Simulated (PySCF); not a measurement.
PySCF input for Ga(Cl)(Me)(NH2) (CH₅ClGaN), SMILES [Ga]([Cl])([NH2])[CH3], KT2/pcSseg-1. Geometry: PBE0-D3(BJ)/def2-SVP. The structure was generated by enumeration; whether it is a known compound was not checked. One conformer was computed; it need not be the lowest.

```python
import numpy as np
from pyscf import gto, scf, dft
from pyscf.prop.nmr import rks as nmr

mol = gto.M(
    atom='''
    Ga   -0.04931791   -0.31423418   -0.00000000
    Cl    0.27139321    1.82835039    0.00000000
    C     1.47570317   -1.52312326    0.00000000
    H     2.09655025   -1.33628078    0.88868016
    H     1.15916920   -2.57572277    0.00000000
    H     2.09655025   -1.33628078   -0.88868016
    N    -1.79926640   -0.74478508    0.00000000
    H    -2.16057551   -1.69002607    0.00000001
    H    -2.53587760   -0.05015154    0.00000001
    ''',
    basis='pcSseg-1',
    charge=0,
    spin=0,
    max_memory=1600,
    verbose=3,
)
mf = dft.RKS(mol, xc='kt2')
mf.grids.level = 3
mf.conv_tol = 1e-10
mf.max_cycle = 100
mf.kernel()
n = nmr.NMR(mf)
n.verbose = 2
n.max_cycle_cphf = 60
sigma = n.kernel()
print('atom   isotropic/ppm   span/ppm')
for i, s in enumerate(sigma):
    w = np.linalg.eigvalsh((s + s.T) / 2)
    print(f'{mol.atom_symbol(i):2s}{i + 1:3d} {w.mean():14.3f} {w[2] - w[0]:11.3f}')
```

Output:

```
converged SCF energy = -2493.89955921738
atom   isotropic/ppm   span/ppm
Ga  1       1284.536     369.160
Cl  2        907.337     290.672
C   3        188.611      17.564
H   4         30.771      12.832
H   5         31.072      13.888
H   6         30.771      12.832
N   7        200.140     119.329
H   8         28.965      17.029
H   9         29.017      17.252
```

The calculation finished and met its thresholds.

Cost: about 17 core-seconds (a rough figure).
